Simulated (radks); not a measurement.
Exchange energies: the exact (Fock) value of the Kohn-Sham orbitals and density-functional approximations, in hartree. Species: Er14+ [Kr] 4d10 4f7 5s1; Ca [Ar] 4s2; Rb+ [Kr]; Li [He] 2s1. Calculated with a radial shooting solver on a logarithmic mesh with Libxc functionals: non-relativistic Kohn-Sham, exchange-only PBE, spin-polarised, spherical densities, point nucleus. Every spin shell is full or empty, so the densities are truly spherical. Functionals are evaluated on that one density, not self-consistently.

| functional | Er14+ | Ca | Rb+ | Li |
|---|---|---|---|---|
| exact | -253.035 | -35.1658 | -97.6778 | -1.76643 |
| LDA | -242.13 | -32.578 | -92.324 | -1.5281 |
| B88 | -253.13 | -35.174 | -97.732 | -1.7651 |
| PBE | -252.03 | -34.997 | -97.265 | -1.7478 |
| RPBE | -252.46 | -35.162 | -97.508 | -1.7780 |
| OPTX | -257.22 | -35.222 | -98.556 | -1.7683 |
| AM05 | -242.87 | -32.867 | -92.748 | -1.5820 |
| SOGGA | -247.89 | -34.012 | -95.211 | -1.6663 |
| G96 | -254.08 | -35.210 | -97.996 | -1.7677 |
| EV93 | -252.11 | -35.484 | -97.621 | -1.8540 |
| APBE | -253.68 | -35.377 | -98.076 | -1.7762 |
| SCAN | -253.21 | -35.262 | -97.925 | -1.7696 |
| MS2 | -251.37 | -35.170 | -97.245 | -1.7779 |
| TASK | -248.02 | -34.084 | -95.338 | -1.7540 |
| MVS | -253.21 | -35.092 | -97.727 | -1.7689 |
